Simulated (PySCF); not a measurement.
PySCF 2.14 output of an unrestricted LDA calculation on a single atom or ion in aug-cc-pVQZ-DK, with the spin-free X2C one-electron Hamiltonian (Gaussian nucleus):

```
SCF conv_tol = 1e-09
number electrons alpha = 5  beta = 2
    P. A. M. Dirac.,  Math. Proc. Cambridge Philos. Soc. 26, 376 (1930)
    F. Bloch.,  Z. Phys. 57, 545 (1929)
    S. H. Vosko, L. Wilk, and M. Nusair.,  Can. J. Phys. 58, 1200 (1980)
cycle= 1 E= -53.7751005203765  delta_E= -0.0126  |g|= 0.0206  |ddm|= 0.449
cycle= 2 E= -53.7753134037252  delta_E= -0.000213  |g|= 0.00315  |ddm|= 0.048
cycle= 3 E= -53.7753211039921  delta_E= -7.7e-06  |g|= 0.00224  |ddm|= 0.0116
cycle= 4 E= -53.7753232291334  delta_E= -2.13e-06  |g|= 0.000786  |ddm|= 0.00556
cycle= 5 E= -53.7753235685563  delta_E= -3.39e-07  |g|= 5.34e-06  |ddm|= 0.00171
cycle= 6 E= -53.7753235685754  delta_E= -1.9e-11  |g|= 5.61e-07  |ddm|= 1.2e-05
converged SCF energy = -53.7753235685754  <S^2> = 3.765126  2S+1 = 4.0075559
```

The run itself started from symmetry-adapted Hartree-Fock orbitals and held the occupation by maximum overlap, on a logarithmic radial grid, so the iterations belong to that start.

Question: Which element, charge and spin multiplicity is this?

Answer: N (nitrogen, neutral), multiplicity 4; the state was [He] 2s1 2p4, high-spin 4P determinant (an excited configuration).
